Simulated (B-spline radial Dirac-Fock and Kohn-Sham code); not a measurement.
## 3d5/2 photoionisation of Ge⁵⁺ near threshold

System: the Ge⁵⁺ ion, configuration [Ar] 3d9. The computed 3d5/2 threshold is 115.9 eV; without correlation, outer thresholds are uncertain by 1 to 2 eV. With an open shell the threshold is an average over the terms of the final ion.

Input of the calculation (task.json; shells as n, l, electrons):

```json
{"items": [{
  "Z": 32,
  "q": 5,
  "cfg": [[1, 0, 2], [2, 0, 2], [2, 1, 6], [3, 0, 2], [3, 1, 6], [3, 2, 9]],
  "A": 74,
  "rrms": 4.0742,
  "do": ["binding", "quiet", "photo", "scan"],
  "hv": [39.0, 58.1, 92.1, 139.0, 165.0, 262.0, 466.0, 539.0, 580.0, 859.0, 1190.0, 1470.0, 2370.0, 2750.0, 3020.0, 5480.0, 6310.0, 10300.0, 21200.0, 23800.0, 73400.0, 80700.0, 90000.0, 99900.0]
}]}
```

Launch: `python xray_run.py task.json out`

These are calculated numbers from a B-spline atomic structure program; the model is independent-particle photoionisation in a Dirac-Hartree-Slater potential with a Latter tail, all multipoles, thresholds from Dirac-Fock ΔSCF. Interchannel coupling and autoionising resonances are not included, so magnitudes near threshold are approximate.

```
kinetic energy (eV)  σ (Mb)     β
                1.5    4.38  0.25
                1.9    4.38  0.25
                2.3    4.37  0.25
                2.9    4.37  0.25
                3.7    4.36  0.25
                4.6    4.35  0.26
                5.7    4.34  0.27
                7.2    4.32  0.28
                9.0    4.29  0.30
               11.2    4.26  0.32
               14.0    4.21  0.34
               17.5    4.15  0.38
               21.9    4.06  0.42
               27.4    3.94  0.47
               34.2    3.79  0.53
               42.8    3.58  0.59
               53.5    3.32  0.66
               66.9    2.99  0.74
               83.7    2.61  0.82
              104.7    2.20  0.90
              130.9    1.76  0.97
              163.6    1.35  1.04
              204.6   0.997  1.11
              255.8   0.704  1.16
              319.9   0.473  1.19
              400.0   0.301  1.21
```

The cross section shows no minimum in this range. It is largest at the lowest energy, 4.38 Mb. β ranges from 0.25 (at 1.5 eV) to 1.21.

Run: 3.9 s of CPU time on 1 thread of AMD EPYC 7R43 64-Core Processor (shared host), peak memory 0.32 GiB.
